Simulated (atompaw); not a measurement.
# Building the PAW (atompaw) potential for K (Z = 19) (PBE, scalar-relativistic).

- Element: potassium
- Generator: atompaw 4.2.0.5
- Type: PAW
- Functional: PBE
- Relativity: scalar-relativistic
- Frozen core: [Ar]
- Valence charge: 1
- Reference configuration: 3d1 4s0 4p0
- Partial waves: 4s (bound, empty): rc 3.00 bohr; 4s channel at 2.4 Ry: rc 3.00 bohr; 4p (bound, empty): rc 3.00 bohr; 4p channel at 2.3 Ry: rc 3.00 bohr; 3d (bound): rc 3.00 bohr; 3d channel at 0.6 Ry: rc 3.00 bohr
- Local potential: ultrasoft scheme with l = 3 at 0 Ry, radius 2.55 bohr
- Core correction: smooth core density matched at 1.95 bohr
- Augmentation charge: sinc compensation charge, radius 2.40 bohr; PAW radius 3.00 bohr; waves and projectors: custom polynom2 7 10 vanderbiltortho

All-electron outer shells of the reference configuration (PBE, scalar-relativistic, ld1.x):

| shell | level (eV) | outermost node (bohr) | outermost maximum (bohr) |
| --- | --- | --- | --- |
| 3s | -36.82 | 0.48 | 1.08 |
| 3p | -20.30 | 0.45 | 1.15 |
| 4s | -3.10 | 1.58 | 3.83 |
| 4p | -1.49 | 1.86 | 6.01 |
| 3d | -0.63 | – | 7.71 |

**Question.** Does the generator finish with these settings?

**Answer.** Yes, a potential is produced.

**Question.** Estimate the cutoffs (Ry, on a coarse ladder) from which the occupation-weighted sum of valence levels, in a spherical-Bessel basis at the reference potential, stays within 10 and 1 mRy of its value at 400 Ry.

**Answer.** 6 Ry and 10 Ry.

**Question.** Does the potential have ghost states?

**Answer.** No extra level below or beside the all-electron valence levels (s, p, d, f tested). The logarithmic derivative shows an extra or strongly shifted pseudo pole above the reference energy (p near 0.99 Ry).

**Question.** Is the overlap operator S = 1 + Σ q|β⟩⟨β| positive definite (Bessel basis up to 400 Ry)?

**Answer.** Yes: its lowest eigenvalue is 0.57 (s channel).
